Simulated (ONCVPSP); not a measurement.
# PBEsol ONCV dataset for Ti (Z = 22), fully relativistic all-electron reference.

* Element: Ti (Z = 22)
* Generator: ONCVPSP 4.0.1
* Type: optimised norm-conserving Vanderbilt (ONCV)
* Functional: PBEsol
* Relativity: fully relativistic
* Frozen core: [Ne]
* Valence charge: 12
* Reference configuration: 3s2 3p6 3d2 4s2
* Partial waves: 3s+4s: rc 1.75 bohr, ncon 4, nbas 8, qcut 7.9 1/bohr, 3 projectors, debl 1.7 Ha; 3p: rc 1.10 bohr, ncon 3, nbas 8, qcut 6.9 1/bohr, 2 projectors, debl 1.4 Ha; 3d: rc 1.25 bohr, ncon 4, nbas 7, qcut 8.7 1/bohr, 1 projector
* Local potential: polynomial inside 1.00 bohr (lpopt 5, dvloc0 4 Ha)
* Core correction: Teter function, fcfact 1.75, rcfact 1.3

Open shells are filled in proportion to 2j + 1.

In the p channel the program set the typed energies aside and used -1.417, 0.250 Ha (j = l + 1/2; the other j can differ).

* Cutoffs needed: 62 Ha and 109 Ha (the cutoffs (Ha) at which the residual kinetic energy of the hardest occupied pseudo-wave falls to 1 and 0.1 mHa per electron)
* Ghost test: no bound ghost flagged; no localised positive-energy state flagged
* Largest excitation error: +8.5 meV (all-electron minus pseudo) for 3s2 3p6 3d1 4s0, out of 4 test configurations
* rms error of d²Exc/dni dnj: 7.57 mHa without and 6.32 mHa with the model core
